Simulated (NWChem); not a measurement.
# MoO$_{3}$; SMILES [O]=[Mo](=[O])=[O]

```xyz
4

Mo     0.0000     0.0000     0.2239
O     -1.0546     1.2012    -0.3250
O     -0.5129    -1.5139    -0.3250
O      1.5675     0.3128    -0.3250
```
Atoms are numbered in this order, from 1.

The geometry was optimised at PBE0/def2-SVP. def2 effective core potentials on Mo; no spin-orbit coupling.

Question: List the 6 lowest vertical singlet excitations and the 6 lowest triplet ones from LDA (Slater exchange, VWN5)/def2-SVP with def2 effective core potentials on Mo, full TDDFT (NWChem).

Answer: 
| state | energy (eV) | oscillator strength | leading excitation (squared amplitude) |
|---|---|---|---|
| S1 | 2.01 | 0.000 | HOMO → LUMO (1.00) |
| S2 | 2.39 | 0.006 | HOMO−1 → LUMO (0.98) |
| S3 | 2.39 | 0.006 | HOMO−2 → LUMO (0.98) |
| S4 | 2.88 | 0.000 | HOMO−3 → LUMO (1.00) |
| S5 | 4.51 | 0.001 | HOMO → LUMO+1 (0.81) |
| S6 | 4.51 | 0.001 | HOMO → LUMO+2 (0.81) |
| T1 | 1.91 | spin-forbidden | HOMO → LUMO (1.00) |
| T2 | 2.09 | spin-forbidden | HOMO−1 → LUMO (1.00) |
| T3 | 2.09 | spin-forbidden | HOMO−2 → LUMO (1.00) |
| T4 | 2.69 | spin-forbidden | HOMO−3 → LUMO (0.99) |
| T5 | 4.13 | spin-forbidden | HOMO → LUMO+1 (0.98) |
| T6 | 4.13 | spin-forbidden | HOMO → LUMO+2 (0.98) |
